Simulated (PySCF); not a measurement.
BBrH2O, SMILES B(O)Br.

Coordinates come from a B3LYP-D3(BJ)/def2-TZVP optimisation. The values are those of a single conformer.

Vertical ionisation energy (IE) and electron affinity (EA) in eV. Rows of orbital energies are one-electron estimates. Where ΔSCF, EOM or ADC give a negative EA the extra electron is unbound and the value depends on the basis.

| level | IE | EA |
|---|---|---|
| −ε(HOMO), −ε(LUMO), CAM-B3LYP/def2-TZVPD (PySCF) | 9.88 | -0.32 |
| ADC(2)/aug-cc-pVDZ (PySCF) | ? | ? |

Question: Some entries are withheld; supply them. (The exact figures need the calculation; the answer reports its results.)

Answer: 
- ADC(2)/aug-cc-pVDZ (PySCF), IE: 10.68
- ADC(2)/aug-cc-pVDZ (PySCF), EA: -0.75

Question: Beyond the first one, list the lowest photoelectron lines from PySCF with ADC(2)/aug-cc-pVDZ with their pole strengths (two spins summed). (An estimate is asked for; the answer gives what the named calculation found.)

Answer: 10.93 eV (1.83), 11.84 eV (1.80), 13.15 eV (1.75), 14.68 eV (1.76), 15.57 eV (1.79).
